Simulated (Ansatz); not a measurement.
Stretch profile

GaHICl (SMILES [Cl][GaH][I]), singlet, at its PBE0-D4/def2-TZVP minimum:

Cl1  (-2.009, -0.037, -0.488)
Ga2  (0.075, 0.191, -0.087)
I3  (1.171, -1.699, 1.062)
H4  (0.819, 1.484, -0.509)
(Å)

The bond length Cl1–Ga2 (2.134 Å at the minimum) is set to the values below, with the rest relaxed at PBE0-D4/def2-TZVP at each step. Each method's energies count from its own value at the PBE0-D4 minimum structure. Computed with Ansatz 0.2.0 (basis: def2-TZVPP); correlated methods freeze the cores. Filled d shells of the heavier atoms are correlated. Core potentials replace the inner electrons of the atoms past krypton. The def2 sets are not built for correlating such inner shells, so the correlated values are less sure here.

CCSD(T) energies along the scan:
| bond length (Å) | CCSD(T) (kcal/mol) |
| --- | --- |
| 1.835 | 27.31 |
| 1.898 | 15.45 |
| 1.990 | 5.08 |
| 2.097 | 0.33 |
| 2.216 | 1.00 |
| 2.345 | 5.96 |
| 2.481 | 13.74 |
| 2.624 | 23.20 |
| 2.774 | 33.46 |
They count from the CCSD(T) energy at the PBE0-D4 minimum.

Minimum and curvature along this coordinate at CCSD(T): A fifth-order fit through the nearest points gives 2.138 Å, with a curvature of about 16 eV/Å².

Largest difference from the CCSD(T) curve over the scan: PBE-D4 5.17; HF 1.77; MP2 1.47 kcal/mol. Each curve counts from its own value at the minimum.

The T1 diagnostic stays at or below 0.013.

For scale, one of the runs: CCSD(T)/def2-TZVPP, 154 basis functions (an equivalent command: `ansatz run in.yaml --threads 4`). Hardware: 4 CPU threads, shared host. Wall time 5.5 s; peak host memory 0.87 GiB.
